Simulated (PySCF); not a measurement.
Correlation energy of Cs³¹⁺ (caesium, charge +31)

[Ar] 3d6, high-spin 5D determinant. Computed with PySCF 2.14 in an even-tempered Gaussian basis (18 s from 4.7 bohr⁻², ratio 2.5; 12 p from 6.1 bohr⁻², ratio 2.5; 8 d from 6.1 bohr⁻², ratio 2.5; 4 f from 25 bohr⁻², ratio 2.7; 3 g from 37 bohr⁻², ratio 2.7), with the spin-free X2C one-electron Hamiltonian (Gaussian nucleus). Frozen: [Ne]; 14 electrons correlated; the 30 highest virtual orbitals of each spin left out.

MP2 pair energies summed by pair of shells (mhartree):

```csv
pair,energy,share (%)
3p-3d,-234.08,43.1
3d-3d,-126.71,23.3
3p-3p,-95.95,17.7
3s-3p,-41.95,7.7
3s-3d,-39.36,7.2
3s-3s,-5.44,1.0
```

Total MP2 correlation energy: -543.49 mhartree.

At this charge the one-electron X2C treatment keeps the bare 1/r₁₂, with no two-electron picture change or Breit term. The effect here is smaller than on the frozen 1s shell; and a scalar Hamiltonian misses the large spin-orbit splitting of the p shells, which matters for ns² → np² pairs.
